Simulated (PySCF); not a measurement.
A structure optimised at ωB97X-D3(BJ)/def2-SVP, used in a PySCF frequency run:

```xyz
13

C     -1.6028    -0.9254    -0.3385
Ge     0.0000     0.0000     0.3247
C      0.0000     1.8508    -0.3385
C      1.6028    -0.9254    -0.3385
H     -1.5972    -0.9222    -1.4422
H     -2.5199    -0.4235     0.0049
H     -1.6268    -1.9706     0.0049
H      0.0000     1.8443    -1.4422
H      0.8932     2.3941     0.0049
H     -0.8932     2.3941     0.0049
H      1.5972    -0.9222    -1.4422
H      2.5199    -0.4235     0.0049
H      1.6268    -1.9706     0.0049
```
Charge 0, spin multiplicity 2.

Problem. Write its SMILES, formula and point group.

Solution. [CH3][Ge]([CH3])[CH3], C3H9Ge, C3v

Problem. What are its rotational constants (standard atomic weights)?

Solution. 4.8475, 4.8475, 2.9179 GHz
